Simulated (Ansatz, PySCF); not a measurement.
Dimer: H2S (SMILES S) (first 3 atoms) with H2 (SMILES [H][H]); geometry from B3LYP-D3(BJ)/def2-TZVP.
(charge 0, multiplicity 1):
```xyz
5

S      0.499    -0.668     0.158
H     -0.808    -0.941     0.298
H      0.284     0.657     0.168
H      0.156    -0.174     3.275
H     -0.054     0.027     3.962
```

Monomers are frozen at their geometry in the pair; levels with a basis set take the counterpoise correction. Rows marked so take none.

Correlated levels freeze the cores. CBS(a, b) extrapolates the correlation energy as X⁻³ and adds the Hartree–Fock energy of set b. Rows in 6-311+G**, 6-31G* carry no dispersion term and start afresh at each structure (6-31G* with six Cartesian d functions). MP2/6-31G* freezes PySCF's default core.

Run with Ansatz (Gaussian orbitals); PySCF for 6-311+G** rows, 6-31G* rows, the dispersion terms. 

```csv
level,interaction energy (meV)
BLYP-D4/def2-TZVPPD,-10.0
B3LYP/6-311+G** (no counterpoise),-0.2
B3LYP-D3(BJ)/def2-TZVPPD,-16.8
CAM-B3LYP/def2-TZVPPD,-5.2
B2PLYP-D3(BJ)/def2-TZVPPD,-12.4
MP2/6-31G*,6.2
MP2/6-31G* (no counterpoise),-1.9
CCSD/aug-cc-pV(Q+d)Z,___
"CCSD(T)/CBS(aug-cc-pV(T+d)Z, aug-cc-pV(Q+d)Z)",___
```

**Question.** Fill in the missing entries.

**Answer.** 
- CCSD/aug-cc-pV(Q+d)Z, interaction energy (meV): -10.7
- CCSD(T)/CBS(aug-cc-pV(T+d)Z, aug-cc-pV(Q+d)Z), interaction energy (meV): -15.4

Ansatz is a program for electronic structure.
